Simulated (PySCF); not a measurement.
Badger's rule along the fifth-period p block: bonds to Na

r²SCAN in PySCF with def2-SVP on every atom (core potentials on Sn, Sb, Te, I), for the lowest determinant that a PBE0 search found; no spin–orbit coupling. Badger's rule says that Re = d + c·k^(−1/3) for bonds between atoms of fixed rows.

```tsv
molecule	state (unpaired electrons)	Re (Å)	k (mdyn/Å)
NaI	singlet (closed shell)	2.730	0.731
NaTe	doublet (π ↑)	2.818	?
NaSn	quartet (σ ↑, π ↑↑)	2.917	?
NaSb	triplet (π ↑↑)	2.948	0.438
```

Problem. Fix c and d from NaI and NaSb.

Solution. c = (2.948 − 2.73)/(0.438^(−1/3) − 0.731^(−1/3)) = 1.055, d = 2.73 − c·0.731^(−1/3) = 1.559 Å.

Problem. Predict k of the others and set the computed values beside them.

Solution. 

```tsv
molecule	k by the rule	k computed	difference (%)
NaTe	0.588	0.613	-4
NaSn	0.469	0.376	25
```

The rule misses by 14 % on average; it knows nothing of spin state or of how ionic a bond is, and both change along this series.

Spin–orbit coupling is left out. States were picked by a PBE0 search and need not be the measured ground states.
